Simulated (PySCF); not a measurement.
**Telling isomers of C$_{6}$H$_{8}$F$_{3}$N$_{3}$ apart by NMR**

- GIAO PBE0/pcSseg-1 shieldings
- coordinates at the GFN2-xTB level
- code: PySCF 2.14.0 with density-fitted response routines
- non-relativistic Hamiltonian, a single conformation, no solvent, fast rotation and ring inversion assumed for equivalent nuclei

References, each an isolated molecule treated in the same way: TMS for 1H, 13C. Splittings of carbon signals by F and P are missing where no couplings were computed. Where no couplings were computed, multiplicities follow the n + 1 count of equivalent neighbours, and m marks all less simple cases (inequivalent or close neighbours, rings, F or P nearby). Shifts are as computed. Against solution values, carbons near 30 ppm lie about +3 ppm off and those near 130 ppm about +5 ppm (rms about the fit 2.1 ppm; single classes can miss by 10 ppm). Of 1328 compounds with measured shifts, 309 miss one by over three times the rms of a fit or turn the order of signals round; such compounds aren't used in these exercises. Signals without a measured value on file couldn't be tested in this way; 1H shifts scatter by 0.2 ppm about their fit, and single ones miss by 0.5 ppm.

(1) Tabulate the signals of `CC(C)n1nncc1C(F)(F)F`, `CCn1nc(C)c(C(F)(F)F)n1` and their relative energies.

(2) What is the quickest way to tell CC(C)n1nncc1C(F)(F)F from CCn1nc(C)c(C(F)(F)F)n1?

## Answers

(1) 
```tsv
SMILES	carbon types	δC	δH	E rel. (kcal/mol)
CC(C)n1nncc1C(F)(F)F	2×C 2×CH 2×CH3	138.4, 134.3, 131.2, 53.3, 25.6	8.05 (m, 1H), 4.72 (sept, 1H), 1.76 (d, 6H)	10.1
CCn1nc(C)c(C(F)(F)F)n1	3×C 1×CH2 2×CH3	149.8, 142.7, 131.7, 51.7, 19.3, 12.3	4.44 (q, 2H), 2.68 (s, 3H), 1.47 (t, 3H)	0.0
```

Energies are electronic energies at PBE0/pcSseg-1 on these geometries, without zero-point or thermal terms, each for the one conformer computed, which needn't be the lowest.

(2) Count the carbon signals: 5 against 6. The first has an aromatic CH next to a ring nitrogen at 138.4 ppm, the second an sp3 CH2 bonded to N at 51.7 ppm. Their most deshielded carbons lie at 138.4 and 149.8 ppm. In the proton spectra the most deshielded non-exchanging signals are 8.05 (m, 1H) and 4.44 (q, 2H).
